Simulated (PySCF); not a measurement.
2-chlorobuta-1,3-diene (C4H5Cl), SMILES C=CC(=C)Cl.

The structure is a stationary point at B3LYP-D3(BJ)/def2-SVP. One conformer was computed; it need not be the lowest.

Level of theory: ωB97X/def2-TZVP in PySCF.

The molecule is in vacuum.

```yaml
total_energy: -615.61206 hartree
point_group: Cs
highest_occupied_level: -9.26 eV
lowest_empty_level: 0.81 eV
orbital_gap: 10.07 eV
dipole_moment: 1.53 D
quadrupole, principal values (traceless, Buckingham form, about the centre of nuclear charge): -6.70, 1.73, 4.98 D·Å
mean_static_polarisability: 63.1 bohr³ (9.36 Å³)
polarisability_principal_values: 36.7, 61.5, 91.2 bohr³
```
